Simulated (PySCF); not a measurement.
**Mayer bond orders and bond lengths**

Species: C9H11F.
Numbering: `[CH3:1][CH2:2][CH2:3][c:4]1[cH:5][cH:6][c:7]([F:8])[cH:9][cH:10]1` (hydrogens: H11, H12, H13 on C1; H14, H15 on C2; H16, H17 on C3; H18 on C5; H19 on C6; H20 on C9; H21 on C10)

Cartesian coordinates in Å at the GFN2-xTB level; atoms count from 1:
```
atom  x, y, z in Å
C1    -3.3075   -0.3131   -0.2058
C2    -1.8085   -0.4489   -0.4387
C3    -1.0057    0.4549    0.5060
C4     0.4672    0.3050    0.2601
C5     1.1112    1.0996   -0.6808
C6     2.4590    0.9405   -0.9466
C7     3.1599   -0.0304   -0.2561
F8     4.4783   -0.1930   -0.5069
C9     2.5499   -0.8390    0.6844
C10    1.2012   -0.6635    0.9344
H11   -3.6273    0.7134   -0.3708
H12   -3.8589   -0.9579   -0.8860
H13   -3.5628   -0.5908    0.8147
H14   -1.5052   -1.4865   -0.2837
H15   -1.5711   -0.1862   -1.4721
H16   -1.2385    0.1878    1.5389
H17   -1.3058    1.4923    0.3452
H18    0.5509    1.8549   -1.2122
H19    2.9664    1.5540   -1.6745
H20    3.1262   -1.5884    1.2035
H21    0.7120   -1.2878    1.6674
```

Bond orders from the PBE0/pcSseg-1 density (PySCF). Geometry: GFN2-xTB, one conformer, isolated molecule.

Problem. How far do the computed orders between heavy atoms stray from the drawn ones?

Solution. The largest departure is 0.114, at C7–F8 (drawn single, 0.886), counting aromatic bonds as 1.5. The bonds drawn aromatic range from 1.41 to 1.43.

Problem. Set the Mayer orders of the bonds between heavy atoms beside their lengths.

Solution. 
| bond | drawn as | length (Å) | Mayer order |
| --- | --- | --- | --- |
| C1–C2 | single | 1.523 | 1.064 |
| C2–C3 | single | 1.534 | 1.005 |
| C3–C4 | single | 1.501 | 1.073 |
| C4–C5 | aromatic | 1.390 | 1.409 |
| C5–C6 | aromatic | 1.383 | 1.416 |
| C6–C7 | aromatic | 1.382 | 1.429 |
| C7–F8 | single | 1.352 | 0.886 |
| C7–C9 | aromatic | 1.382 | 1.429 |
| C9–C10 | aromatic | 1.383 | 1.417 |
| C10–C4 | aromatic | 1.390 | 1.409 |

By pair of heavy elements: C–C: lowest C2–C3 (1.005, 1.534 Å), highest C6–C7 and C7–C9 (1.429, 1.382 Å). Bonds named together lie within 0.004.

Problem. And the bonds to hydrogen?

Solution. C–H: 0.94 to 0.97 (11 bonds).

Problem. Sum the orders of all bonds at each heavy atom with more than one neighbour and set the sums beside the valence in the SMILES.

Solution. C1 3.963 (drawn 4), C2 3.971 (drawn 4), C3 3.960 (drawn 4), C4 3.891 (drawn 4), C5 3.796 (drawn 4), C6 3.792 (drawn 4), C7 3.744 (drawn 4), C9 3.793 (drawn 4), C10 3.797 (drawn 4). Orders between atoms that aren't bonded are not in these sums.

For a closed shell the Mayer order of atoms A and B is Σ (PS)μν (PS)νμ over the basis functions μ on A and ν on B, with P the density and S the overlap matrix.
